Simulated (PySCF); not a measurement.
# How methods differ on the excitation energy of F

F [He] 2s2 2p5 (2P) → F [He] 2s1 2p6 (2S), as a difference of total energies. Calculation: PySCF 2.14, in aug-cc-pVQZ with one added diffuse shell each of s, p, d, f, g type (7s6p5d4f3g, 105 functions); the non-relativistic Hamiltonian (point nucleus). Correlated levels: valence: 1s2 frozen. The calculations carry no spin-orbit coupling.

```json
{"method": "UHF", "excitation energy (cm⁻¹)": "192550"}
{"method": "LDA", "excitation energy (cm⁻¹)": "147210"}
{"method": "PBE", "excitation energy (cm⁻¹)": "152510"}
{"method": "PBE0", "excitation energy (cm⁻¹)": "162640"}
{"method": "r2SCAN", "excitation energy (cm⁻¹)": "166400"}
{"method": "TPSS", "excitation energy (cm⁻¹)": "158580"}
{"method": "wB97X-V", "excitation energy (cm⁻¹)": "161450"}
{"method": "M06-L", "excitation energy (cm⁻¹)": "167670"}
{"method": "TPSSh", "excitation energy (cm⁻¹)": "162020"}
{"method": "MP2 (valence)", "excitation energy (cm⁻¹)": "176310"}
{"method": "SCS-MP2 (valence)", "excitation energy (cm⁻¹)": "175400"}
```

A first-order spin-orbit estimate (lowest level to lowest level, LS coupling) adds 0.017 eV.

The upper state lies above the first ionisation limit, where it may autoionise and the basis confines it.
